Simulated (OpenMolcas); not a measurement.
Nd3+ in a ligand field

Nd3+ with 2 ligands (fluoride) in linear coordination (D∞h) at 2.03 Å. Ligand basis ANO-RCC-VDZP.

```yaml
Program: OpenMolcas
Method: CASSCF
Basis: ANO-RCC-VDZP [7s6p4d2f1g]
Scalar_Hamiltonian: DKH2, point nucleus
Active_space: 3 electrons in 7 orbitals (4f)
State_averaging: 2S+1 = 4 odd, 35 roots (30 in the spin-orbit step); 2S+1 = 2 odd, 43 roots kept (CI in the orbitals of an earlier block)
Spin-orbit_coupling: RASSI with atomic mean-field integrals over the reference wave functions
```

The lowest spin-free states (labels by Λ), above the lowest:

```json
{"State": "4I", "Degeneracy": "2", "E (cm-1)": "0.0"}
{"State": "4Φ", "Degeneracy": "2", "E (cm-1)": "1293"}
{"State": "4Δ", "Degeneracy": "2", "E (cm-1)": "1568"}
{"State": "4Γ", "Degeneracy": "2", "E (cm-1)": "1804"}
{"State": "4Π", "Degeneracy": "2", "E (cm-1)": "2263"}
{"State": "4Σ", "Degeneracy": "1", "E (cm-1)": "2655"}
{"State": "4H", "Degeneracy": "2", "E (cm-1)": "2683"}
{"State": "4Σ", "Degeneracy": "1", "E (cm-1)": "14339"}
{"State": "2Π", "Degeneracy": "2", "E (cm-1)": "15616"}
{"State": "2Δ", "Degeneracy": "2", "E (cm-1)": "15618"}
{"State": "2H", "Degeneracy": "2", "E (cm-1)": "15635"}
{"State": "4Π", "Degeneracy": "2", "E (cm-1)": "15687"}
{"State": "2Σ", "Degeneracy": "1", "E (cm-1)": "15693"}
{"State": "2Φ", "Degeneracy": "2", "E (cm-1)": "15710"}
{"State": "2Γ", "Degeneracy": "2", "E (cm-1)": "15910"}
{"State": "4Σ", "Degeneracy": "1", "E (cm-1)": "15938"}
{"State": "4Δ", "Degeneracy": "2", "E (cm-1)": "16254"}
{"State": "4Φ", "Degeneracy": "2", "E (cm-1)": "16303"}
{"State": "2Σ", "Degeneracy": "1", "E (cm-1)": "19753"}
{"State": "2Π", "Degeneracy": "2", "E (cm-1)": "19832"}
```

The lowest levels with spin-orbit coupling:

```csv
E (cm-1),Degeneracy,2S+1,g
0.0,2,4,0.00 0.00 6.15
1257,2,4,0.00 0.00 3.76
1337,2,4,0.00 0.00 1.58
1781,2,4,0.00 0.00 5.97
1855,2,4,0.13 3.61 3.61
2016,2,4,0.00 0.00 10.15
3465,2,4,0.00 0.00 4.45
3529,2,4,0.00 0.00 9.61
3594,2,4,0.00 0.00 6.44
3612,2,4,0.00 0.00 2.76
3701,2,4,1.24 5.82 5.82
4029,2,4,0.00 0.00 14.09
5597,2,4,0.00 0.00 7.36
5602,2,4,0.00 0.00 5.37
5685,2,4,0.00 0.00 10.01
5764,2,4,0.00 0.00 12.92
5799,2,4,0.00 0.00 3.53
5896,2,4,1.22 7.73 7.73
6000,2,4,0.00 0.00 17.99
7521,2,4,0.00 0.00 8.26
```

Powder χT (cm3 K/mol): 1.18 at 2 K, 1.19 at 10 K, 1.21 at 50 K, 1.24 at 100 K, 1.3 at 200 K, 1.36 at 300 K. The effective moment at 300 K is 2.828 √(χT) = 3.29 μB.

Hund's rules give f3 the level 4I9/2 with g = 0.727, so an isolated free-ion multiplet has χT = g² J(J+1) / 8 = 1.636 cm3 K/mol. The computed 1.357 at 300 K differs by -17 %, through the field's splitting, the mixing of terms and any other multiplet in reach.

Stevens parameters of the J = 9/2 multiplet, which is 1855 cm-1 wide (cm-1, z along the main axis): B20 = -2.305e+01, B40 = -1.927e-01, B60 = -8.323e-03.

Metal share of the active 4f orbitals (Löwdin): 97, 99, 99, 100, 100, 100, 100 %; Mulliken charge of the metal 2.32.

High states are left out of the spin-orbit mixing, which shifts the levels that they would mix with. Without dynamic correlation the ligand-field splitting of an f shell can come out too small, at times by half. The first state left out of the spin-orbit step lies near 33000 cm-1 above the lowest spin-free state of the reference (among the parities and spins computed), and the lists stop at four fifths of that energy or lower. No measured value stands beside these numbers; the geometry was imposed, not optimised, and the real ion may take another.

The RASSCF and RASSI steps took 26 s on 1 thread of Intel(R) Xeon(R) Platinum 8488C (Sapphire Rapids), with other jobs on the host; the integral step is not counted.
